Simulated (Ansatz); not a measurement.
The cluster Tl3H4. The state is a doublet with charge 0. Geometry PBE-D4/def2-SVP; atoms count from 1.

```xyz
7

Tl    0.0227    0.2286   -0.0856
Tl   -0.2724   -2.6809    0.7559
Tl   -0.4790    3.2246   -1.2268
H     0.9933    1.9563   -0.2136
H     1.3477   -1.1783   -0.1679
H    -1.2124   -1.1556   -0.7383
H    -0.3999   -0.3946    1.6762
```

In the def2 sets Tl takes a core potential; there is no spin–orbit coupling. Another isomer (doublet) lies 0.54 eV lower at PBE0-D4/def2-TZVP; other spin states weren't run for this one.

(1) Estimate the Mulliken populations from the PBE0/def2-TZVP orbitals of Ansatz.

(2) Where does the spin sit?

(3) And the Mayer bond orders between bonded heavy atoms (over 0.3)?

Results:

(1) 
```
atom  charge (e)  spin (α − β)
 Tl1        0.07          0.11
 Tl2        0.25          0.11
 Tl3        0.20          0.48
  H4       -0.09          0.19
  H5       -0.15         -0.01
  H6       -0.13          0.11
  H7       -0.15          0.01
```
Mulliken values and Mayer orders depend strongly on the basis.

(2) Summed by element: Tl 0.70, H 0.30, of 1 unpaired in all. Largest on single atoms: Tl3 0.48, H4 0.19, Tl2 0.11.

(3) Tl1–Tl2 0.34 (3.04 Å); Tl1–Tl3 0.41 (3.25 Å).
